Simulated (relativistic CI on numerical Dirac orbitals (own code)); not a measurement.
# V5+ in a cubic cluster: L2,3 absorption with charge transfer

Computed with a charge-transfer multiplet model of a cubic metal-ligand cluster with up to 2 ligand holes, Slater and spin-orbit integrals from Dirac-Coulomb-Breit ions, Slater integrals scaled by 0.7. The ground state mixes d0 with configurations of k ligand holes L, whose averages lie at kΔ + k(k − 1)U_dd/2; a core hole lowers each added d electron by U_cd. 300 K, Lorentzian 0.4 eV and Gaussian 0.3 eV FWHM.

Atomic integrals in eV (Slater integrals scaled, ζ unscaled), ground: F2dd 7.050, F4dd 4.418, zeta_d 0.024; with the core hole: F2dd 7.050, F4dd 4.418, zeta_d 0.047, zeta_core 4.606, F2cd 5.240, G1cd 4.036, G3cd 2.295. Where a configuration has fewer than two d electrons, the dd integrals are those of d2.

Cluster parameters (eV): Δ = -0.9, U_cd = 6.1, 10Dq = 1.95, 10Dq(ligand) = 1.5, V(eg) = 3.45, V(t2g) = -1.67, final-state hopping factor = 0.9.

| Case | n_d | d0 | d1L | d2L2 | S |
| --- | --- | --- | --- | --- | --- |
| U_dd = 3.3 eV | 1.07 | 0.20 | 0.53 | 0.27 | 0.00 |
| U_dd = 4 eV | 1.05 | 0.21 | 0.54 | 0.26 | 0.00 |
| U_dd = 4.7 eV | 1.03 | 0.21 | 0.55 | 0.24 | 0.00 |

Weights, n_d and S are thermal averages at 300 K. Photon energies count from the first peak over 30 % of the highest in each spectrum, which can be another peak from case to case. The parameters are a model scan and need not match a compound or its usual spin state. Peaks in eV (height, largest 100):
- U_dd = 3.3 eV: 0.0 (68), 2.9 (94), 4.4 (25), 7.2 (68), 9.9 (100), 15.9 (5), 22.7 (7)
- U_dd = 4 eV: -1.1 (7), 0.0 (71), 2.8 (93), 4.6 (24), 7.0 (70), 9.8 (100), 15.5 (5)
- U_dd = 4.7 eV: -1.1 (7), 0.0 (68), 2.8 (97), 5.0 (22), 7.1 (62), 8.3 (45), 9.8 (100)

A d0 ion has no d-d gap: its lowest excitations are ligand-to-metal charge transfer. With the core hole the configuration with one ligand hole lies at Δ + U_dd − U_cd = -3.7, -3.0, -2.3 eV from the one without, in the order of the table; where this is negative the screened configuration lies lower, though the effective hopping of about 6.7 eV (from the holes of the mixed ground state) mixes the two strongly wherever it is as large as the gap.

With at most 2 ligand holes the space is cut while the next configuration still counts, so covalency is underestimated, and a final configuration with one more ligand hole, which can lie low, is missing from the spectra.
